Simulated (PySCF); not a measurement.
Gas-phase equilibrium of 1 mol NO, 1.2 mol O2 at 2000 K and 0.100 bar, among 8 species (O2, N2, O, NO, O3, N, N2O, NO2). Only gases are allowed; each row takes one source of thermochemistry for all species, and Cantera finds the minimum.

Computed with PySCF (xtb for GFN2) and rigid-rotor harmonic-oscillator thermochemistry at 1 bar. 'Table' is the NASA 1993 thermochemical table (part measured, part estimated). After a fit of one offset per element over all species, the range-separated, M06-2X, PBE0/def2-QZVP and CCSD(T)/def2-TZVPP enthalpies, where run, lie to one side of the table for O3 (+19 kJ/mol): a fault of the table's entry, another state or a shared error of the levels is possible; this was not checked at source. † marks an energy on the PBE0/def2-TZVP geometry and frequencies; other levels use their own. MP2 freezes the core. Open shells (unrestricted) among the columns below: O2 (multiplicity 3), O (multiplicity 3, electronic degeneracy 9), NO (multiplicity 2, electronic degeneracy 4), NO2 (multiplicity 2); the rest are closed-shell singlets. GFN2 has no spin-polarisation term. Spin-orbit splitting is ignored; it lowers the true energy and changes the entropy of O, NO. MP2 isn't extrapolated to the basis-set limit. The harmonic model lacks anharmonicity and excited electronic states, which grow with temperature; levels with a mode under 35 cm⁻¹ are left out. Strong static correlation: O3.

Molecules larger than those listed are left out. Table species left out: NO3.

Mole fractions:

```
thermochemistry     x O2   x NO2    x N2     x O3     x NO      x O
------------------  ----  ------  ------  -------  -------  -------
table               0.77  8.2e-6    0.22   1.2e-8   0.0078   0.0019
GFN2-xTB            0.13    0.65  5.4e-8     0.22  0.00017  7.0e-10
MP2/def2-SVP†       0.77  7.9e-6    0.23   1.9e-9   0.0040   0.0023
PBE0/def2-SVP†      0.77  3.7e-5    0.22  1.2e-10    0.011  0.00089
r2SCAN/def2-TZVP†   0.77  3.5e-5    0.22  6.7e-10   0.0066  0.00064
LDA/def2-TZVP†      0.77  0.0021    0.22   2.0e-7   0.0072   2.2e-6
ωB97M-V/def2-TZVP†  0.77  5.1e-6    0.22  3.6e-10   0.0077   0.0015
```
The most sensitive of these is O3: it spans a factor of 10^9.3 over these rows; at this temperature one factor of ten is RT ln 10 = 38 kJ/mol.
